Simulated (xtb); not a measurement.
xtb input (GFN2-xTB):

```bash
xtb mol.xyz --gfn 2 --ohess tight --chrg 1 --uhf 0
```
mol.xyz:
```
4

Cl    -1.06984896    -1.28213894     0.01302107
C      0.03508087    -0.01582694     0.02918424
Cl     1.59906602    -0.33475274    -0.06542705
Cl    -0.51765556     1.60249455    -0.01498482
```

Output:

```
           -------------------------------------------------
          |                Calculation Setup                |
           -------------------------------------------------

           -------------------------------------------------
          |                 G F N 2 - x T B                 |
           -------------------------------------------------

        Reference                      10.1021/acs.jctc.8b01176
      * Hamiltonian:
        H0-scaling (s, p, d)           1.850000    2.230000    2.230000
        zeta-weighting                 0.500000
      * Dispersion:
        s8                             2.700000
        a1                             0.520000
        a2                             5.000000
        s9                             5.000000
      * Repulsion:
        kExp                           1.500000    1.000000
        rExp                           1.000000
      * Coulomb:
        alpha                          2.000000
        third order                    shell-resolved
        anisotropic                    true
        a3                             3.000000
        a5                             4.000000
        cn-shift                       1.200000
        cn-exp                         4.000000
        max-rad                        5.000000

          ...................................................
          :                      SETUP                      :
          :.................................................:
          :  # basis functions                  34          :
          :  # atomic orbitals                  31          :
          :  # shells                           11          :
          :  # electrons                        24          :
          :  max. iterations                   250          :
          :  Hamiltonian                  GFN2-xTB          :
          :  restarted?                      false          :
          :  GBSA solvation                  false          :
          :  PC potential                    false          :
          :  electronic temp.          300.0000000     K    :
          :  accuracy                    1.0000000          :
          :  -> integral cutoff          0.2500000E+02      :
          :  -> integral neglect         0.1000000E-07      :
          :  -> SCF convergence          0.1000000E-05 Eh   :
          :  -> wf. convergence          0.1000000E-03 e    :
          :  Broyden damping             0.4000000          :
          :  net charge                          1          :
          :  unpaired electrons                  0          :
          ...................................................

 iter      E             dE          RMSdq      gap      omega  full diag
   1    -15.2810299 -0.152810E+02  0.439E+00    2.65       0.0  T
   2    -15.2825567 -0.152677E-02  0.260E+00    2.69       1.0  T
   3    -15.2806087  0.194797E-02  0.122E+00    2.52       1.0  T
   4    -15.2831962 -0.258751E-02  0.423E-01    2.68       1.0  T
   5    -15.2835146 -0.318353E-03  0.259E-01    2.63       1.0  T
   6    -15.2835721 -0.575788E-04  0.783E-02    2.64       1.0  T
[...]
molecular quadrupole (traceless):
                xx          xy          yy          xz          yz          zz
 q only:        1.890      -0.000       1.899      -0.157      -0.025      -3.788
  q+dip:        2.880       0.000       2.896      -0.239      -0.038      -5.776
   full:        2.649       0.000       2.665      -0.220      -0.035      -5.314

           -------------------------------------------------
          |                Geometry Summary                 |
           -------------------------------------------------

      molecular mass/u    :      118.3695486
   center of mass at/Å    :        0.0117075      -0.0075700      -0.0094480
  moments of inertia/u·Å² :        0.1466648E+03   0.1467495E+03   0.2934143E+03
rotational constants/cm⁻¹ :        0.1149399E+00   0.1148735E+00   0.5745334E-01

 * 3 selected distances

     #   Z          #   Z                                           value/Å
     1  17 Cl       2   6 C                                       1.6609303
     2   6 C        3  17 Cl                                      1.6610105 (max)
     2   6 C        4  17 Cl                                      1.6608794 (min)

 * 1 distinct bonds (by element types)

   Z      Z             #   av. dist./Å        max./Å        min./Å
   6 C   17 Cl          3     1.6609401     1.6610105     1.6608794

           -------------------------------------------------
          |               Frequency Printout                |
           -------------------------------------------------
 projected vibrational frequencies (cm⁻¹)
eigval :       -0.00    -0.00     0.00     0.00     0.00     0.00
eigval :      268.89   269.03   444.77   506.15   822.06   822.46
 reduced masses (amu)
   1: 33.87   2: 34.95   3: 34.32   4: 33.99   5: 33.77   6: 34.68   7: 34.04   8: 34.04
   9: 14.39  10: 35.45  11: 15.80  12: 15.80
 IR intensities (km·mol⁻¹)
   1:  5.48   2:  1.75   3:  3.94   4:  5.13   5:  5.85   6:  2.68   7:  4.92   8:  4.90
   9:  3.33  10:  0.00  11: 16.09  12: 16.11
 Raman intensities (Ä⁴*amu⁻¹)
   1:  0.00   2:  0.00   3:  0.00   4:  0.00   5:  0.00   6:  0.00   7:  0.00   8:  0.00
   9:  0.00  10:  0.00  11:  0.00  12:  0.00
 output can be read by thermo (or use thermo option).
 writing <g98.out> molden fake output.
 recommended (thermochemical) frequency scaling factor: 1.0
           -------------------------------------------------
          |             Thermodynamic Functions             |
           -------------------------------------------------

d3h symmetry found (for desy threshold:  0.10E+00) used in thermo

          ...................................................
          :                      SETUP                      :
Note: The following floating-point exceptions are signalling: IEEE_UNDERFLOW_FLAG IEEE_DENORMAL
normal termination of xtb
          :.................................................:
          :  # frequencies                           6      :
          :  # imaginary freq.                       0      :
          :  linear?                             false      :
          :  only rotor calc.                    false      :
          :  symmetry                              d3h      :
          :  rotational number                       6      :
          :  scaling factor                  1.0000000      :
          :  rotor cutoff                   50.0000000 cm⁻¹ :
          :  imag. cutoff                  -20.0000000 cm⁻¹ :
          :.................................................:

    mode    ω/cm⁻¹     T·S(HO)/kcal·mol⁻¹    T·S(FR)/kcal·mol⁻¹   T·S(vib)
   ------------------------------------------------------------------------
       1    268.89    -0.47803 ( 99.88%)    -0.55809 (  0.12%)    -0.47813
       2    269.03    -0.47777 ( 99.88%)    -0.55794 (  0.12%)    -0.47786
   ------------------------------------------------------------------------

   temp. (K)  partition function   enthalpy   heat capacity  entropy
                                   cal/mol     cal/K/mol   cal/K/mol   J/K/mol
 298.15  VIB   2.44                  974.656      7.297      5.041
         ROT  0.320E+05              888.752      2.981     23.595
         INT  0.780E+05             1863.408     10.278     28.637
         TR   0.125E+28             1481.254      4.968     40.202
         TOT                        3344.6619    15.2462    68.8391   288.0229

       T/K    H(0)-H(T)+PV         H(T)/Eh          T*S/Eh         G(T)/Eh
   ------------------------------------------------------------------------
    298.15    0.533006E-02    0.124684E-01    0.327077E-01   -0.202393E-01
   ------------------------------------------------------------------------

         :::::::::::::::::::::::::::::::::::::::::::::::::::::
         ::                  THERMODYNAMIC                  ::
         :::::::::::::::::::::::::::::::::::::::::::::::::::::
         :: total free energy         -15.276448195171 Eh   ::
         ::.................................................::
         :: total energy              -15.256208872073 Eh   ::
         :: zero point energy           0.007138310233 Eh   ::
         :: G(RRHO) w/o ZPVE           -0.027377633331 Eh   ::
         :: G(RRHO) contrib.           -0.020239323097 Eh   ::
         :::::::::::::::::::::::::::::::::::::::::::::::::::::

optimized geometry written to: xtbopt.xyz

           -------------------------------------------------
          | TOTAL ENERGY              -15.256208872073 Eh   |
          | TOTAL ENTHALPY            -15.243740503863 Eh   |
          | TOTAL FREE ENERGY         -15.276448195171 Eh   |
          | GRADIENT NORM               0.000164439112 Eh/α |
          | HOMO-LUMO GAP               2.678978835034 eV   |
           -------------------------------------------------

------------------------------------------------------------------------
------------------------------------------------------------------------
 total:
 SCF:
 ANC optimizer:
 analytical hessian:
```
